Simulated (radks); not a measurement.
The numbers below are computed, except where a source is named.
All-electron atom: Hg4+ in [Kr] 4d10 4f14 5s1.75 5p6 5d8 6s0.25 (fractional occupations, a model configuration). Level of theory: non-relativistic Kohn-Sham, SOGGA, spin-unpolarised, spherical densities, point nucleus; relativity is left out, which matters for an element this heavy (a radial shooting solver on a logarithmic mesh with Libxc functionals).

Local quantities along the radius. ELF = 1/(1 + alpha^2) is the electron localisation function; alpha = (tau - tau_W)/tau_unif compares the Pauli kinetic energy density with that of the uniform gas; r v_xc is r times the local exchange-correlation potential (hartree bohr).

| r (bohr) | ELF | alpha | r v_xc |
|---|---|---|---|
| 0.001546 | 0.999 | 0.02709 | -0.1209 |
| 0.001799 | 0.999 | 0.02862 | -0.1359 |
| 0.002078 | 0.999 | 0.03039 | -0.1519 |
| 0.002419 | 0.999 | 0.03271 | -0.1709 |
| 0.002816 | 0.999 | 0.03565 | -0.1920 |
| 0.003279 | 0.998 | 0.03940 | -0.2154 |
| 0.003817 | 0.998 | 0.04428 | -0.2411 |
| 0.004408 | 0.997 | 0.05034 | -0.2675 |
| 0.005132 | 0.997 | 0.05890 | -0.2972 |
| 0.005974 | 0.995 | 0.07070 | -0.3286 |
| 0.006955 | 0.992 | 0.08738 | -0.3611 |
| 0.008032 | 0.988 | 0.1101 | -0.3921 |
| 0.00935 | 0.979 | 0.1456 | -0.4241 |
| 0.01089 | 0.961 | 0.2002 | -0.4541 |
| 0.01267 | 0.924 | 0.2861 | -0.4809 |
| 0.01475 | 0.849 | 0.4222 | -0.5034 |
| 0.01704 | 0.723 | 0.6186 | -0.5204 |
| 0.01983 | 0.549 | 0.9062 | -0.5347 |
| 0.02309 | 0.400 | 1.224 | -0.5488 |
| 0.02688 | 0.333 | 1.417 | -0.5710 |
| 0.03129 | 0.356 | 1.346 | -0.6133 |
| 0.03614 | 0.452 | 1.101 | -0.6753 |
| 0.04207 | 0.588 | 0.8369 | -0.7520 |
| 0.04898 | 0.688 | 0.6740 | -0.8240 |
| 0.05702 | 0.715 | 0.6318 | -0.8794 |
| 0.06638 | 0.660 | 0.7177 | -0.9125 |
| 0.07666 | 0.537 | 0.9285 | -0.9249 |
| 0.08925 | 0.406 | 1.209 | -0.9338 |
| 0.1039 | 0.380 | 1.277 | -0.9727 |
| 0.121 | 0.482 | 1.036 | -1.062 |
| 0.1408 | 0.627 | 0.7707 | -1.161 |
| 0.1626 | 0.694 | 0.6647 | -1.220 |
| 0.1893 | 0.634 | 0.7597 | -1.222 |
| 0.2204 | 0.434 | 1.143 | -1.172 |
| 0.2566 | 0.296 | 1.541 | -1.140 |
| 0.2987 | 0.388 | 1.257 | -1.244 |
| 0.345 | 0.594 | 0.8272 | -1.374 |
| 0.4016 | 0.716 | 0.6301 | -1.469 |
| 0.4675 | 0.706 | 0.6455 | -1.464 |
| 0.5443 | 0.566 | 0.8755 | -1.364 |
| 0.6336 | 0.349 | 1.367 | -1.221 |
| 0.7317 | 0.272 | 1.635 | -1.141 |
| 0.8519 | 0.413 | 1.193 | -1.187 |
| 0.9917 | 0.629 | 0.7674 | -1.243 |
| 1.155 | 0.705 | 0.6473 | -1.245 |
| 1.333 | 0.659 | 0.7186 | -1.183 |
| 1.552 | 0.520 | 0.9603 | -1.058 |
| 1.807 | 0.329 | 1.429 | -0.8908 |
| 2.104 | 0.164 | 2.258 | -0.7049 |
| 2.449 | 0.069 | 3.663 | -0.5516 |
| 2.828 | 0.029 | 5.805 | -0.4786 |
| 3.293 | 0.011 | 9.363 | -0.4101 |
| 3.833 | 0.004 | 15.19 | -0.2910 |
| 4.462 | 0.002 | 25.56 | -0.1852 |
| 5.195 | 0.000 | 46.98 | -0.1048 |

On this mesh the ELF has minima near r = 0.027, 0.10, 0.26, 0.73 bohr, which separate the shells, and maxima near 0.057 (0.71), 0.16 (0.69), 0.40 (0.72), 1.2 (0.70).
